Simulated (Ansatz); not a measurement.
Cost and result for the atomization energy of `S[S][In]([Br])[Br]` (6 atoms, 5 bonds).

```xyz
6

S     2.1864   -0.4740    0.5735
S     0.3279   -0.7444    1.4127
In   -1.1239   -0.0936   -0.3693
Br   -3.5505   -0.3680   -0.1473
Br   -0.2250    0.8793   -2.4267
H     2.3851    0.8007    0.9572
```

Total charge 0; spin multiplicity 1. Correlated methods include outer-core shells of Br, In, which these sets cover unevenly. Scalar relativity is left out up to krypton. In takes the def2 core potential. All single points use the PBE0-D4/def2-TZVP geometry. It is one conformer, not always the lowest. Program: Ansatz. Hardware: A = 2 threads of an AMD EPYC 7R13 on a shared host; B = 2 threads of an AMD EPYC 7R13 on a shared host and a share of an NVIDIA H100 80 GB. Times are those of one run each, without the atoms' runs, and a repeat can differ threefold. Electronic energies, without spin–orbit coupling; frozen cores. CCSD(T)/CBS adds CCSD(T) − MP2 in def2-TZVPP to the MP2 limit, and its time is that of the two runs behind it. T1 = 0.012. With those shells the extrapolation isn't a true limit. HSE06 is the plane-wave form, built on full-range PBE exchange.

CCSD(T)/CBS is a level of theory with its own doubt, some kJ/mol a heavy atom from the limit and from the frozen cores, so smaller differences don't rank the functionals.

| level | functions | wall time |
| --- | --- | --- |
| LDA (SPW92)/def2-TZVPP [A] | 244 | 2.8 s |
| BLYP-D4/def2-TZVPP [A] | 244 | 4.8 s |
| CCSD(T)/def2-SVP [B] | 131 | 7 s |
| MP2/def2-QZVPP [B] | 430 | 9 s |
| PBE0-D4/def2-TZVPP [A] | 244 | 11 s |
| r2SCAN-D4/def2-TZVPP (with forces) [A] | 244 | 12 s |
| HSE06-D4/def2-TZVPP [A] | 244 | 13 s |
| CCSD(T)/def2-TZVPP [B] | 244 | 15 s |
| B2PLYP/def2-TZVPP [A] | 244 | 16 s |
| r2SCANh-D4/def2-TZVPP [A] | 244 | 16 s |
| PBE-QIDH/def2-TZVPP [A] | 244 | 17 s |
| ωB97X-V/def2-TZVPP [A] | 244 | 23 s |
| CCSD(T)/CBS(def2) | – | 24 s |

**Question.** What atomization energy does each give, and how far from CCSD(T)/CBS? (Best estimate.)

**Answer.** The calculation gave: 
| level | atomization (kJ/mol) | difference from CCSD(T)/CBS | per bond |
| --- | --- | --- | --- |
| LDA (SPW92)/def2-TZVPP [A] | 1753.3 | 262.4 | 52.5 |
| BLYP-D4/def2-TZVPP [A] | 1423.9 | -67.0 | -13.4 |
| CCSD(T)/def2-SVP [B] | 1292.2 | -198.7 | -39.7 |
| MP2/def2-QZVPP [B] | 1506.6 | 15.7 | 3.1 |
| PBE0-D4/def2-TZVPP [A] | 1477.8 | -13.1 | -2.6 |
| r2SCAN-D4/def2-TZVPP (with forces) [A] | 1495.9 | 5.0 | 1.0 |
| HSE06-D4/def2-TZVPP [A] | 1480.0 | -10.9 | -2.2 |
| CCSD(T)/def2-TZVPP [B] | 1405.0 | -85.9 | -17.2 |
| B2PLYP/def2-TZVPP [A] | 1409.5 | -81.4 | -16.3 |
| r2SCANh-D4/def2-TZVPP [A] | 1479.0 | -11.9 | -2.4 |
| PBE-QIDH/def2-TZVPP [A] | 1465.5 | -25.4 | -5.1 |
| ωB97X-V/def2-TZVPP [A] | 1482.9 | -8.0 | -1.6 |
| CCSD(T)/CBS(def2) | 1490.9 | 0.0 | 0.0 |

At CCSD(T), def2-SVP lies −198.7 kJ/mol from the extrapolated value and def2-TZVPP −86.0 kJ/mol: correlation converges slowly with the basis, and small sets miss more of it in the bonded molecule than in its fragments. From BLYP to BHLYP (50 % exact exchange), in def2-TZVPP and without D4, the atomization energy moves by −28.2 kJ/mol: exact exchange takes away binding that semilocal exchange gives to molecules. In def2-TZVPP, CCSD(T) changes the Hartree–Fock value by +450.5 kJ/mol (the triples alone add +49.1 kJ/mol) and MP2 by +502.6 kJ/mol; breaking electron pairs costs correlation energy, which Hartree–Fock lacks.

Spin–orbit coupling would lower the free In atoms strongly, and the atomization energy with them, by more than many differences here.
